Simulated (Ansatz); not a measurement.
**BGeH6N: structure from calculated spectroscopic constants**

These gas-phase data were calculated for one isomer of BGeH6N at B3LYP-D3(BJ)/def2-SVP (harmonic, unscaled wavenumbers; equilibrium rotational constants with average atomic masses):

```
rotational constants            : 30.64, 3.284, 3.078 GHz
all wavenumbers above 1500 cm⁻¹ : 3655, 3563, 2594, 2104, 2101, 2079, 1605
dipole moment                   : 2.55 D (PBE0/def2-TZVPD)
```

Candidates:

(1) `N[BH][GeH3]`, a singlet
(2) `B[NH][GeH3]`, a singlet

Task: Which candidate do the data belong to?

Result: Candidate (1). 2 modes lie between 3250 and 3800 cm⁻¹, one for each N–H bond, while (2) has 1.

The same quantities for all candidates:

```
     rotational constants (GHz)               wavenumbers above 1500 cm⁻¹  dipole (D)  E above the lowest, B3LYP-D3(BJ)/def2-SVP (kcal/mol)
(1)         30.64, 3.284, 3.078  3655, 3563, 2594, 2104, 2101, 2079, 1605        2.55                                                   0.3
(2)         32.28, 3.915, 3.652        3569, 2628, 2544, 2179, 2132, 2128        1.76                                                   0.0
```

Harmonic stretches to hydrogen usually lie a few per cent above observed fundamentals. Each candidate is one conformer. Programs: Ansatz 0.2.0.
